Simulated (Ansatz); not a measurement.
C2H4FNOSi (`O[SiH]1C=C(F)N1`). Total charge 0; spin multiplicity 1. All single points use the PBE0-D4/def2-TZVP geometry. It is one conformer, not always the lowest.

```xyz
10

O    -0.285    1.802   -1.360
Si    0.387    0.474   -0.694
C     0.560    0.232    1.107
C    -0.199   -0.863    0.902
F    -0.518   -1.835    1.739
N    -0.706   -0.916   -0.391
H    -1.020    2.204   -0.893
H     1.507    0.126   -1.589
H     0.982    0.596    2.027
H    -0.707   -1.818   -0.847
```

Problem. What is the dipole moment at B3LYP/def2-TZVPP? (Estimate.)

Solution. Computed: 0.36 D, with components (-0.23, 0.12, -0.25) D in this frame, pointing from negative to positive charge.

Problem. And with PBE, r2SCAN, ωB97M-V? (Best estimate.)

Solution. The calculation gave: PBE 0.43 D, r2SCAN 0.43 D, ωB97M-V 0.34 D.

Problem. Give the Mulliken charges with B3LYP, ωB97M-V, PBE in def2-TZVPP. (Best estimate.)

Solution. Ansatz gave: 
```csv
atom,B3LYP,ωB97M-V,PBE
O1,-0.39,-0.38,-0.35
Si2,0.61,0.57,0.50
C3,-0.44,-0.43,-0.39
C4,0.38,0.36,0.30
F5,-0.18,-0.17,-0.13
N6,-0.35,-0.32,-0.29
H7,0.19,0.18,0.20
H8,-0.08,-0.03,-0.07
H9,0.11,0.11,0.10
H10,0.13,0.11,0.14
```

B3LYP here is the variant with VWN-RPA as its local correlation; programs differ in this.
